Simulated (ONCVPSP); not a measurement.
**Transferability test, ONCV potential for Ti (Z = 22)**

titanium, optimised norm-conserving Vanderbilt (ONCV), made with ONCVPSP 4.0.1 (Wu-Cohen, scalar-relativistic). Core [Ne], reference 3s2 3p6 3d2.5 4s1.5. Waves: 3s+4s: rc 1.35 bohr, ncon 4, nbas 8, qcut 10.5 1/bohr, 2 projectors; 3p: rc 1.15 bohr, ncon 3, nbas 6, qcut 7 1/bohr, 2 projectors, debl 1.1 Ha; 3d: rc 1.40 bohr, ncon 5, nbas 10, qcut 11.8 1/bohr, 2 projectors, debl 3.2 Ha. Local part: polynomial inside 1.05 bohr (lpopt 5, dvloc0 2 Ha). Core correction: Teter function, fcfact 1.75, rcfact 1.35.

In the p channel the program set the typed energies aside and used -1.359, 0.250 Ha.

Energies are relative to the spin-unpolarised reference configuration 3s2 3p6 3d2.5 4s1.5; without spin polarisation the order of configurations can differ from experiment.

Question: Give the all-electron excitation energy and the error of the potential for: 3s2 3p6 3d2 4s2; 3s2 3p6 3d2 4s1; 3s2 3p6 3d2 4s0; 3s2 3p6 3d1 4s2 4p1.

Answer:

| valence configuration | charge | ΔE all-electron (eV) | error AE − PS (meV) |
| --- | --- | --- | --- |
| 3s2 3p6 3d2 4s2 | 0 | -0.351 | +1.8 |
| 3s2 3p6 3d2 4s1 | +1 | 7.015 | +0.6 |
| 3s2 3p6 3d2 4s0 | +2 | 20.426 | -0.5 |
| 3s2 3p6 3d1 4s2 4p1 | 0 | 4.363 | +21 |
